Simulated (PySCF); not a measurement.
In(H)(F)(OMe) (CH4FInO), SMILES [O](C)[InH][F].

Coordinates come from a PBE0-D3(BJ)/def2-SVP optimisation. The def2 effective core potentials stand for the cores of In; spin–orbit coupling is left out. One conformer was computed; it need not be the lowest.

These are TDDFT-B3LYP/def2-SVPD (PySCF 2.14.0) values and carry that method's errors.

Vertical excitations. Gas-phase values at a fixed geometry. State labels are in the subgroup Cs.

**Question.** List the lowest excited states. (Estimate from the structure and the level; the computed values follow.)

**Answer.** 
| state | symmetry | energy (eV) | λ (nm) | f | main pairs |
|---|---|---|---|---|---|
| S1 | A" | 4.55 | 273 | 0.009 | HOMO→LUMO 99 % |
| S2 | A' | 4.81 | 258 | 0.002 | HOMO→LUMO+1 60 %, HOMO−1→LUMO 39 % |
| S3 | A" | 5.06 | 245 | 0.001 | HOMO−1→LUMO+1 99 % |
| S4 | A' | 5.51 | 225 | 0.146 | HOMO−1→LUMO 58 %, HOMO→LUMO+1 38 % |
| S5 | A" | 6.50 | 191 | 0.004 | HOMO→LUMO+2 98 % |
| S6 | A' | 6.71 | 185 | 0.056 | HOMO−2→LUMO 71 %, HOMO−4→LUMO 20 % |
| S7 | A" | 6.76 | 183 | 0.013 | HOMO−2→LUMO+1 93 % |
| S8 | A' | 6.87 | 181 | 0.019 | HOMO−1→LUMO+2 92 % |
| S9 | A" | 6.92 | 179 | 0.021 | HOMO−3→LUMO 94 % |
| S10 | A" | 7.00 | 177 | 0.000 | HOMO→LUMO+3 95 % |
| T1 | A" | 4.21 | 294 | 0 | HOMO→LUMO 96 % |
| T2 | A' | 4.39 | 282 | 0 | HOMO→LUMO+1 73 %, HOMO−1→LUMO 25 % |
| T3 | A' | 4.53 | 274 | 0 | HOMO−1→LUMO 72 %, HOMO→LUMO+1 26 % |
| T4 | A" | 4.91 | 252 | 0 | HOMO−1→LUMO+1 98 % |
Triplets are in the Tamm–Dancoff approximation, which puts them higher than full response would, so one can lie above its singlet here.
